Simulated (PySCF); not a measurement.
A GIAO shielding run with PySCF 2.14.0 with density-fitted response routines (density fitting, non-relativistic, gas phase) on SMILES C=C[SiH2][Si@@](C)(P)CF, C4H12FPSi2:

```
$ OMP_NUM_THREADS=1 python probes_run.py task.json out

{"job": {"kind": "nmr", "xc": "PBE0", "basis": "pcSseg-1"}, "charge": 0, "multiplicity": 1}
C      3.362923     0.215402    -0.186777
C      2.373101     0.257486     0.691568
Si     0.804423     1.287502     0.508032
Si    -0.961053    -0.190590     0.012420
C     -0.777539    -1.037347    -1.695158
P     -1.433061    -1.876143     1.452864
C     -2.621190     0.804575    -0.044248
F     -2.434760     1.977833    -0.751536
H      4.237348    -0.403660    -0.052828
H      3.343299     0.808592    -1.086714
H      2.453910    -0.361979     1.577832
H      1.020716     2.290478    -0.538861
H      0.594856     1.988781     1.786229
H     -0.761153    -0.301687    -2.494069
H      0.146504    -1.606968    -1.750372
H     -1.599212    -1.723995    -1.888329
H     -1.220209    -1.124919     2.596498
H     -0.136008    -2.355847     1.460073
H     -3.426613     0.265299    -0.548300
H     -2.971431     1.097865     0.948643
```

Hardware: 1 thread of an Arm Neoverse N1, shared host. The job also computes population analyses, field gradients.

**Question.** How large is the calculation?

**Answer.** 88 electrons, 217 basis functions and 1196 auxiliary functions.

**Question.** How long does it take, and how much memory does it need?

**Answer.** 91 s of wall time, with 12 SCF cycles and 5 response iterations; peak memory 1.1 GiB. Times on a shared host scatter by some tens of per cent.
